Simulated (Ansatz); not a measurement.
Mulliken charges of `OC#C[SiH3]` from B3LYP/def2-TZVPP in Ansatz (PBE0-D4/def2-TZVP geometry).

```json
{"atom": "O1", "x (Å)": "2.579", "y (Å)": "0.928", "z (Å)": "0.488", "charge (e)": "-0.244"}
{"atom": "C2", "x (Å)": "1.381", "y (Å)": "0.490", "z (Å)": "0.263", "charge (e)": "0.226"}
{"atom": "C3", "x (Å)": "0.263", "y (Å)": "0.054", "z (Å)": "0.120", "charge (e)": "-0.364"}
{"atom": "Si4", "x (Å)": "-1.410", "y (Å)": "-0.595", "z (Å)": "-0.108", "charge (e)": "0.344"}
{"atom": "H5", "x (Å)": "2.921", "y (Å)": "1.394", "z (Å)": "-0.285", "charge (e)": "0.236"}
{"atom": "H6", "x (Å)": "-2.350", "y (Å)": "0.046", "z (Å)": "0.846", "charge (e)": "-0.066"}
{"atom": "H7", "x (Å)": "-1.863", "y (Å)": "-0.311", "z (Å)": "-1.494", "charge (e)": "-0.067"}
{"atom": "H8", "x (Å)": "-1.429", "y (Å)": "-2.063", "z (Å)": "0.114", "charge (e)": "-0.065"}
```

Q: By hand: the dipole of these point charges (1 e Å = 4.8032 D).

A: Σ q r = (0.164, 0.141, -0.171) e Å, of length 0.276 e Å = 1.33 D.

Q: How does the dipole of the full density compare? (Estimate.)

A: Computed: (0.322, 0.244, -0.249) e Å, 2.28 D; the point charges give 0.58 times that, at 7° from its direction.

Point charges leave out the atoms' own dipoles, such as those of lone pairs, and Mulliken's split depends on the basis, so the two needn't agree.

B3LYP here is the variant with VWN-RPA as its local correlation; programs differ in this.
